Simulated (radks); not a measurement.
The numbers below are computed, except where a source is named.
Ionisation of Be, [He] 2s2, to Be+, [He] 2s1, under several functionals. Scalar-relativistic Kohn-Sham, spin-polarised, spherical densities, finite nucleus; open shells are filled with parallel spins first; a radial shooting solver on a logarithmic mesh with Libxc functionals.

functional                                      E(Be) (hartree)  Exc (hartree)  IE (eV)  -e(HOMO) (eV)  <r> HOMO (bohr)  IE error (eV)
PW91                                                  -14.65087       -2.73920    9.050          5.639            2.604         -0.273
r2SCAN                                                -14.65204       -2.74267    8.792          5.747            2.618         -0.531
AM05                                                  -14.49624       -2.56795    8.888          5.526            2.618         -0.435
LDA (Slater exchange, Perdew-Wang correlation)        -14.44930       -2.51466    9.030          5.600            2.619         -0.293
Wu-Cohen GGA                                          -14.57696       -2.65909    8.875          5.548            2.610         -0.448
PBE                                                   -14.63287       -2.71975    8.998          5.610            2.603         -0.324
exchange-only B88                                     -14.56930       -2.65243    8.068          4.937            2.641         -1.255

NIST Atomic Spectra Database: 9.323 eV (measured). Closest: PW91. The Delta-SCF values span 0.98 eV, the total energies 0.20 hartree. The highest occupied level is 2s.
